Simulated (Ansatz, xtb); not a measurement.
**F2GaH2P: which of two isomers lies lower**

We compare I, `[F][Ga]([F])[PH2]`, a singlet, with II, `F[PH][GaH][F]`, a singlet. Both are isolated molecules in the gas phase, relaxed with B3LYP-D3(BJ)/def2-SVP; the shapes shown needn't be the lowest conformers.

I (Å):

```json
{"atom": "F", "x (Å)": "0.1225", "y (Å)": "-2.5436", "z (Å)": "-0.6489"}
{"atom": "F", "x (Å)": "1.0646", "y (Å)": "-4.7288", "z (Å)": "1.0291"}
{"atom": "Ga", "x (Å)": "-0.0202", "y (Å)": "-3.3569", "z (Å)": "0.8985"}
{"atom": "P", "x (Å)": "-1.5652", "y (Å)": "-2.7836", "z (Å)": "2.5126"}
{"atom": "H", "x (Å)": "-1.2788", "y (Å)": "-1.3928", "z (Å)": "2.3480"}
{"atom": "H", "x (Å)": "-0.6028", "y (Å)": "-2.9652", "z (Å)": "3.5539"}
```

II (Å):

```xyz
6

F     2.0959    0.2411    0.2114
F     2.3678   -1.7221   -3.9296
Ga    2.8458   -0.6762   -2.5866
P     1.5845   -1.0766   -0.6375
H     0.4356   -0.4833   -1.2701
H     4.0565    0.2749   -2.8770
```

Quicker runs give these differences E(II) − E(I): GFN2-xTB +21.9 kcal/mol; HF/STO-3G +14.9 kcal/mol (at GFN2-xTB geometries); r2SCAN-D4/def2-SVP +31.2 kcal/mol (at GFN2-xTB geometries).

Estimate E(II) − E(I) at the level CCSD(T)/def2-TZVP.

Calculated at CCSD(T)/def2-TZVP: E(II) − E(I) = +29.6 kcal/mol, so structure I lies lower.

The same difference at several levels:

```tsv
level	geometry	E(II) − E(I) (kcal/mol)	departure from the last row (kcal/mol)	job, with rough time for the two
GFN2-xTB	GFN2-xTB	+21.9	−7.6	optimisation, 0.11 s
HF/STO-3G	GFN2-xTB	+14.9	−14.6	single point, 0.42 s
r2SCAN-D4/def2-SVP	GFN2-xTB	+31.2	+1.7	single point, 3.4 s
B3LYP-D3(BJ)/def2-SVP	B3LYP-D3(BJ)/def2-SVP	+29.5	−0.1	optimisation, 51 s
HF/def2-TZVP	B3LYP-D3(BJ)/def2-SVP	+27.4	−2.1	part of the CCSD(T) run
MP2/def2-TZVP	B3LYP-D3(BJ)/def2-SVP	+31.3	+1.7	part of the CCSD(T) run
CCSD(T)/def2-TZVP	B3LYP-D3(BJ)/def2-SVP	+29.6		single point, 1.9 min
```

As drawn, II has 1 F–P, 1 Ga–H in place of 1 F–Ga, 1 P–H.

The levels shown agree on the order. The largest departure from CCSD(T)/def2-TZVP is that of HF/STO-3G, 14.6 kcal/mol.

With harmonic frequencies from B3LYP-D3(BJ)/def2-SVP (ideal gas, rigid rotor, one conformer each, 298.15 K, 1 atm): the zero-point term adds −0.7 kcal/mol; ΔH is +28.7 and ΔG +28.8 kcal/mol.

The correlated steps freeze 16 core orbitals; the filled d shell of Ga is correlated, in a basis made for valence electrons. Mirror images aren't counted in ΔG. Programs: Ansatz 0.2.0, xtb 6.7.1; the last row on 2 threads of Arm Neoverse V2 on a shared host.
